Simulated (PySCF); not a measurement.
CH₉AlO₂Si₂ (SMILES [CH3][Al]([O][SiH3])[O][SiH3]), singlet, at a GFN2-xTB geometry (such geometries of metal compounds can be far from the true shape).

PySCF was given this input:
```python
from pyscf import gto, scf, dft

mol = gto.Mole()
mol.atom = '''
    Al    0.328227    0.517411    0.468922
    C     1.168480    1.860372    1.665972
    H     1.792393    1.382469    2.420049
    H     0.413247    2.460184    2.173924
    H     1.792076    2.553553    1.101008
    O    -0.785728    0.988621   -0.698016
    Si   -1.870818    1.391488   -1.842135
    H    -3.197806    1.074849   -1.309426
    H    -1.564414    0.618294   -3.046731
    H    -1.713334    2.830477   -2.071669
    O     0.708594   -1.115714    0.587127
    Si    1.042573   -2.706457    0.660993
    H    -0.195330   -3.400072    1.022183
    H     2.068555   -2.865527    1.695794
    H     1.539281   -3.116498   -0.653854
'''
mol.basis = 'def2-svp'
mol.charge = 0
mol.spin = 0
mol.verbose = 4
mol.build()

mf = dft.RKS(mol)
mf.xc = 'pbe0'
mf.kernel()
```

### Question
What does this run give for the nuclear repulsion energy, total energy, HOMO-LUMO gap, Mulliken (on the basis functions themselves) charges in atom order, HOMO energy?

### Answer

| Quantity | Result |
|---|---|
| nuclear repulsion energy | 413.9001 Eh |
| total energy | -1014.583869 Ha |
| HOMO-LUMO gap | 8.19 eV |
| Mulliken (on the basis functions themselves) charges in atom order | Al1 0.94, C2 -0.46, H3 0.07, H4 0.07, H5 0.07, O6 -0.61, Si7 0.60, H8 -0.12, H9 -0.11, H10 -0.11, O11 -0.61, Si12 0.60, H13 -0.11, H14 -0.11, H15 -0.11 |
| HOMO energy | -8.27 eV |
